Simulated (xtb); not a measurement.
HO$_{4}$Re, triplet, at a GFN2-xTB geometry (such geometries of metal compounds can be far from the true shape) (the multiplicity is a formal guess), atoms displaced at random by about 0.02 Å a coordinate. Base run: GFN1-xTB (xtb).

The xtb input:
```
$ xtb mol.xyz --gfn 1 --uhf 2 --opt --json

# file mol.xyz
6

Re     0.00810748    -0.02860579    -0.08213882
O      1.13958851     0.81656131    -0.97100212
O      0.47949498    -0.32929009     1.62665629
O     -0.46532943    -1.35871735    -0.95270624
O     -1.11219828     0.86774869     1.09879071
H     -1.10226772     0.86395529     2.06035034
```

The base run was repeated with changes; each row names its change, and settings that it needs were set with it.

| change | ΔE vs base (kJ/mol) | optimiser steps |
|---|---|---|
| base | 0.00 | 7 |
| opt level = sloppy | 0.03 | 5 |
| alpb = chcl3 | -29.6 | 7 |
| engine = inertial | 0.04 | - |
| opt level = extreme | 0.00 | 10 |
| alpb = ch2cl2 | -0.16 | 7 |
| opt level = vtight | 0.00 | 10 |
| opt level = tight | 0.00 | 8 |
| opt level = crude | 0.17 | 4 |
| opt level = lax | 0.01 | 6 |
